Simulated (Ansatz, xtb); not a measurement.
# Relative energy of two isomers of F2H2Se2Si

We compare X, `F[SiH](F)[Se][SeH]`, a singlet, with Y, `F[Si](F)([SeH])[SeH]`, a singlet. Both are isolated molecules in the gas phase, relaxed with PBE0-D4/def2-SVP; the shapes shown needn't be the lowest conformers.

X (Å):

```xyz
7

F    -1.7322    1.6410    0.9364
F    -2.4987   -0.4466   -0.3829
Se    0.5045    0.5103   -0.9518
Se    0.7786   -1.8190   -1.1510
Si   -1.2565    0.1867    0.4259
H    -0.9577   -0.6855    1.5783
H    -0.2062   -1.9872   -2.2359
```

Y (Å):

```xyz
7

F    -0.6233    0.9319    2.1020
F     1.5554   -0.3537    1.8201
Se    1.6460    2.7871    0.9540
Se    0.1302    0.0809   -0.9527
Si    0.6476    0.7815    1.1179
H     1.0751    3.2176    2.2412
H     0.3419   -1.3249   -0.5696
```

Quicker runs give these differences E(Y) − E(X): GFN2-xTB +0.626 eV; HF/STO-3G −0.393 eV (at GFN2-xTB geometries); r2SCAN-D4/def2-SVP −0.610 eV (at GFN2-xTB geometries).

**Question.** Estimate E(Y) − E(X) at the level CCSD(T)/def2-SVP + ΔMP2/def2-TZVPP.

**Answer.** Calculated at CCSD(T)/def2-SVP + ΔMP2/def2-TZVPP: E(Y) − E(X) = −0.569 eV, so structure Y lies lower.

How the difference moves with the method:

| level | geometry | E(Y) − E(X) (eV) | departure from the last row (eV) | job, with rough time for the two |
| --- | --- | --- | --- | --- |
| GFN2-xTB | GFN2-xTB | +0.626 | +1.195 | optimisation, 0.17 s |
| HF/STO-3G | GFN2-xTB | −0.393 | +0.176 | single point, 0.78 s |
| r2SCAN-D4/def2-SVP | GFN2-xTB | −0.610 | −0.041 | single point, 5.7 s |
| PBE0-D4/def2-SVP | PBE0-D4/def2-SVP | −0.636 | −0.066 | optimisation, 85 s |
| HF/def2-SVP | PBE0-D4/def2-SVP | −0.586 | −0.017 | part of the CCSD(T) run |
| MP2/def2-SVP | PBE0-D4/def2-SVP | −0.664 | −0.095 | part of the CCSD(T) run |
| CCSD(T)/def2-SVP | PBE0-D4/def2-SVP | −0.619 | −0.050 | single point |
| CCSD(T)/def2-SVP + ΔMP2/def2-TZVPP | PBE0-D4/def2-SVP | −0.569 |  | single point, 75 s |

As drawn, Y has 1 Se–Si, 1 Se–H in place of 1 Se–Se, 1 Si–H.

GFN2-xTB puts the two in the other order. The largest departure from CCSD(T)/def2-SVP + ΔMP2/def2-TZVPP is that of GFN2-xTB, 1.195 eV. The last row adds to CCSD(T) the change of the MP2 difference between the two basis sets, here +0.050 eV.

With thermal terms from frequencies at re-optimised GFN2-xTB minima (ideal gas, soft modes damped towards free rotors, one conformer each, 298.15 K, 1 atm): on the last row, ΔE + ΔZPE = −0.617, ΔH = −0.603, ΔG = −0.632 eV.

The correlated steps freeze 25 core orbitals; the filled d shell of Se is correlated, in a basis made for valence electrons. Codes used: Ansatz 0.2.0, xtb 6.7.1; the last row on 2 threads of Arm Neoverse V1 on a shared host.
